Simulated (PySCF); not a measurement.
C₅H₃ClOS.
SMILES: `O=C(Cl)c1cccs1`

Torsions of this conformer, `[O:1]=[C:2]([Cl:3])[c:4]1[cH:5][cH:6][cH:7][s:8]1`: O1–C2–C4–C5 179°.

The closed-shell ground state was solved at several levels (PySCF, density fitting, gas phase, non-relativistic). One conformer (not necessarily the lowest) at the PBE0-D3(BJ)/def2-SVP geometry, without solvent, vibrations or thermal averaging.

| level | basis functions | total energy (Eh) | HOMO (eV) | LUMO (eV) | gap (eV) | dipole (D) |
| --- | --- | --- | --- | --- | --- | --- |
| PBE0/cc-pVTZ | 290 | -1125.4882 | -7.67 | -2.28 | 5.39 | 4.19 |
| PBE0/def2-TZVP | 278 | -1125.4870 | -7.69 | -2.31 | 5.38 | 4.21 |
| PBE0/cc-pVDZ | 135 | -1125.3868 | -7.59 | -2.15 | 5.44 | 4.09 |
| PBE0/IGLO-III | 328 | -1125.4828 | -7.67 | -2.29 | 5.38 | 4.13 |
| PBE0/def2-SVP | 135 | -1124.8945 | -7.68 | -2.20 | 5.48 | 4.05 |

(1) Estimate the row for PBE0/aug-cc-pVDZ, a basis of 219 functions; the other rows only guide the guess.

(2) Over all these levels, which gives the widest orbital gap and which the narrowest?

(3) How much does the basis alone move the frontier levels among the 6 PBE0 rows (the withheld one included)?

(4) How far do the dipole and the HOMO energy spread over the levels?

Results:

(1) Total energy -1125.4054 Eh, HOMO -7.71 eV, LUMO -2.37 eV, gap 5.34 eV, dipole 4.27 D.

(2) PBE0/def2-SVP has the widest, 5.48 eV, and PBE0/aug-cc-pVDZ the narrowest, 5.34 eV. From the narrowest to the widest the HOMO moves by +0.03 eV and the LUMO by +0.17 eV.

(3) The HOMO by 0.12 eV and the LUMO by 0.22 eV. By rising basis size (HOMO, LUMO in eV): cc-pVDZ -7.59, -2.15; def2-SVP -7.68, -2.20; aug-cc-pVDZ -7.71, -2.37; def2-TZVP -7.69, -2.31; cc-pVTZ -7.67, -2.28; IGLO-III -7.67, -2.29.

(4) The dipole runs from 4.05 to 4.27 D (mean 4.16 D) and the HOMO from -7.71 to -7.59 eV.
